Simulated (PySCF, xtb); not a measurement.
B(Br)3 cation (BBr3), SMILES BrB(Br)Br (connectivity only; charge and spin as stated), charge +1, multiplicity 2.

Harmonic wavenumbers (cm⁻¹) from GFN2-xTB (xtb) at its own minimum, in rising order: 102, 102, 257, 297, 600, 600.

Q: What does PBE-D3(BJ)/def2-SVP run with PySCF 2.14.0 give at its own minimum? (An estimate is asked for; the answer gives what the named calculation found.)

A: 103, 103, 278, 341, 766, 766. Paired by order, the mean absolute difference is 67 cm⁻¹ and the zero-point energies are 2.8 and 3.4 kcal/mol.
